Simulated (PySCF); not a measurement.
Br$_{3}$Sb (SMILES [Br][Sb]([Br])[Br]), singlet, geometry from GFN2-xTB (all electrons, no relativity). Base run: M06L/STO-3G run with PySCF.

Input for PySCF:
```python
from pyscf import gto, scf, dft

mol = gto.Mole()
mol.atom = '''
    Sb   -0.00413985   -0.01064399    0.88516115
    Br    0.53481106   -2.11563932   -0.45294609
    Br    1.57237210    1.52686154   -0.40429270
    Br   -2.10115080    0.60428760   -0.43256745
'''
mol.basis = 'sto-3g'
mol.verbose = 4
mol.build()

mf = dft.RKS(mol)
mf.xc = 'm06l'
mf.kernel()
```

The base run was repeated with changes; each row names its change, and settings that it needs were set with it.

```
change                                     ΔE vs base (mEh)  grid points  electrons on the grid        outcome
-----------------------------------------  ----------------  -----------  ---------------------  -------------
base                                                  0.000        83232              156.00001      converged
grids.atom_grid = (75, 302)                          -4.609        52512              155.99996      converged
grids.radi_method = gauss_chebyshev                  -0.250        82320              156.00001      converged
grids.prune = off                                     0.005       158416              156.00001      converged
grids.level = 7                                       0.355       350968              156.00000      converged
grids.becke_scheme = stratmann                        0.022        83232              156.00000      converged
grids.radi_method = mura_knowles                      0.145        76992              156.00001      converged
grids.level = 5                                       0.345       181216              156.00000      converged
grids.atom_grid = (50, 194)                         -98.972        24536              155.99986      converged
grids.prune = dft.gen_grid.treutler_prune             0.005        84168              156.00001      converged
grids.prune = dft.gen_grid.sg1_prune                      -            -                      -  input refused
```

- grids.prune = dft.gen_grid.sg1_prune: ended with `IndexError: index 51 is out of bounds for axis 0 with size 19`
